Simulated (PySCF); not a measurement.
Fractional electron number in Cr (chromium, neutral)

The 4s alpha orbital of [Ar] 3d5 4s1 is emptied in steps (occupation f), with all orbitals relaxed, ending at [Ar] 3d5. All numbers are calculated (PySCF 2.14, scalar relativity by spin-free X2C-1e, in aug-cc-pVTZ-DK). The exact energy is a straight line in f; departures are measured from the line between the end points of the same method.

```tsv
f	UHF (eV)	LDA (eV)	PBE (eV)
1	0.000	0.000	0.000
0.8	0.023	-0.477	-0.472
0.6	0.034	-0.719	-0.713
0.4	0.033	-0.722	-0.719
0.2	0.021	-0.482	-0.483
0	0.000	0.000	0.000
```

```
method  E(f=0) − E(f=1) (eV)  −ε at f=1 (eV)  −ε at f=0.4 (eV)
   UHF                 6.005           6.157             5.972
   LDA                 7.604           4.643             8.196
   PBE                 7.400           4.476             7.972
```

Orbital energy along the path (eV):

```
  f     UHF      LDA      PBE
  1  -6.157   -4.643   -4.476
0.8  -6.089   -5.801   -5.611
0.6  -6.028   -6.988   -6.777
0.4  -5.972   -8.196   -7.972
0.2  -5.922   -9.411   -9.193
  0  -5.876  -10.615  -10.440
```

Reference removal energy between the ground levels: 6.767 eV (measured; NIST Atomic Spectra Database, ionization energies). UHF lacks correlation.
